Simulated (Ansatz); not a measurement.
Sb, quartet (core potentials on Sb); PBE/def2-SVP run with Ansatz (a quantum-chemistry and plane-wave program).

Here is a job for Ansatz.
Ansatz 0.2 input:
```yaml
crystal:
  periodic: [false, false, false]
  atoms:
    - {symbol: Sb, position_ang: [0.00000000, 0.00000000, 0.00000000]}
basis:
  gaussian:
    orbitals: def2-SVP
hamiltonian:
  xc: pbe
magnetization: {spin_polarized: true, initial_magnetization: 3}
accuracy: high
```

Output, abridged:

```
Functional definition: PBE
225 factors; integrals over basis functions are off by at most 2.9e-9 eV
mean field evaluation 1: about -6536.1798 eV, gradient 2.0e0 eV
mean field evaluation 2: about -6536.2102 eV, gradient 1.5e0 eV
mean field evaluation 4: about -6536.2221 eV, gradient 1.2e-1 eV
mean field evaluation 8: about -6536.2216 eV, gradient 1.6e-4 eV
mean field -6536.22155178 eV, -240.2017116178 hartree, gradient 3.0e-9 eV, S^2 3.750696; 0 other end points of the search recorded, 0 dependent functions left out
reference -6536.22155376 eV, -240.2017116905 hartree; 13, 10 occupied and 13, 16 virtual orbitals, 225 factors
Total energy: -6536.22155376 eV, -240.2017116905 hartree
```
